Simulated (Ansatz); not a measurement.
The cluster Cs₃⁺. Total charge 1; triplet. Geometry PBE0/def2-TZVP.

```xyz
3

Cs   -2.5934    3.0495   -3.1965
Cs   -1.1840   -0.7250    0.6332
Cs    3.7774   -2.3246    2.5633
```

In the def2 sets Cs takes a core potential; there is no spin–orbit coupling. At PBE0/def2-TZVP a singlet of charge 1 lies 0.41 eV below the triplet, each at its own geometry. The structure comes from a short search, and lower isomers may exist.

Question: Estimate the α-spin orbital energies around the gap (eV) in Ansatz with PBE/def2-TZVP, revPBE/def2-TZVP, r2SCANh/def2-TZVP, PBE0/def2-TZVP, ωB97M-V/def2-TZVP.

Answer: 
```csv
orbital,PBE/def2-TZVP,revPBE/def2-TZVP,r2SCANh/def2-TZVP,PBE0/def2-TZVP,ωB97M-V/def2-TZVP
HOMO−5,-16.35,-16.32,-17.27,-17.77,-20.00
HOMO−4,-16.32,-16.30,-17.26,-17.75,-20.00
HOMO−3,-16.31,-16.29,-17.24,-17.73,-20.00
HOMO−2,-16.28,-16.25,-17.18,-17.69,-20.00
HOMO−1,-5.20,-5.11,-5.35,-5.62,-6.54
HOMO,-4.71,-4.63,-4.81,-5.04,-5.77
LUMO,-3.95,-3.82,-3.57,-3.52,-2.76
LUMO+1,-3.46,-3.39,-3.20,-3.02,-2.18
LUMO+2,-3.36,-3.29,-3.09,-2.95,-2.16
LUMO+3,-3.34,-3.28,-3.02,-2.85,-1.90
LUMO+4,-3.30,-3.22,-2.92,-2.81,-1.85
LUMO+5,-3.22,-3.16,-2.89,-2.76,-1.72
β HOMO,-16.19,-16.16,-17.13,-17.60,-19.91
β LUMO,-4.59,-4.63,-3.83,-4.02,-2.66
```
